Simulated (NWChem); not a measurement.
System: CH4BeOS; SMILES C[O][Be][SH]

```xyz
8

Be     0.0308    -0.1448     0.0704
O      0.0240     1.2450     0.0282
C      0.0130     2.6182    -0.0031
H      0.0757     3.0419     1.0149
H      0.8658     3.0104    -0.5847
H     -0.9135     2.9978    -0.4688
S      0.0715    -2.0544     0.1350
H     -1.2376    -2.1621    -0.1890
```
Atoms are numbered in this order, from 1.

Level: PBE0/def2-SVP (NWChem), optimised geometry, unscaled harmonic frequencies. 

### Question
List the harmonic frequencies with IR intensities, and the thermochemistry.

### Answer
```json
[
 {"frequency (cm⁻¹)": "11", "IR intensity (km/mol)": "16.8"},
 {"frequency (cm⁻¹)": "46", "IR intensity (km/mol)": "0.6"},
 {"frequency (cm⁻¹)": "79", "IR intensity (km/mol)": "2.4"},
 {"frequency (cm⁻¹)": "279", "IR intensity (km/mol)": "52.9"},
 {"frequency (cm⁻¹)": "297", "IR intensity (km/mol)": "45.4"},
 {"frequency (cm⁻¹)": "415", "IR intensity (km/mol)": "5.5"},
 {"frequency (cm⁻¹)": "664", "IR intensity (km/mol)": "6.9"},
 {"frequency (cm⁻¹)": "1103", "IR intensity (km/mol)": "0.4"},
 {"frequency (cm⁻¹)": "1191", "IR intensity (km/mol)": "0.1"},
 {"frequency (cm⁻¹)": "1192", "IR intensity (km/mol)": "0.1"},
 {"frequency (cm⁻¹)": "1468", "IR intensity (km/mol)": "218.5"},
 {"frequency (cm⁻¹)": "1474", "IR intensity (km/mol)": "4.4"},
 {"frequency (cm⁻¹)": "1476", "IR intensity (km/mol)": "4.7"},
 {"frequency (cm⁻¹)": "1600", "IR intensity (km/mol)": "618.7"},
 {"frequency (cm⁻¹)": "2706", "IR intensity (km/mol)": "0.3"},
 {"frequency (cm⁻¹)": "3018", "IR intensity (km/mol)": "100.9"},
 {"frequency (cm⁻¹)": "3104", "IR intensity (km/mol)": "35.0"},
 {"frequency (cm⁻¹)": "3105", "IR intensity (km/mol)": "33.7"}
]
```

```json
{
  "zero_point_energy": "33.2 kcal/mol",
  "thermal correction to the enthalpy at 298.15 K (with zero-point energy)": "38.0 kcal/mol",
  "heat capacity Cv": "18.6 cal/(mol K)",
  "entropy at 298.15 K and 1 atm (symmetry number 1)": "84.3 cal/(mol K)",
  "dipole_moment": "2.41 D"
}
```

Rigid rotor and harmonic oscillator; modes under 100 cm⁻¹ make the entropy uncertain.
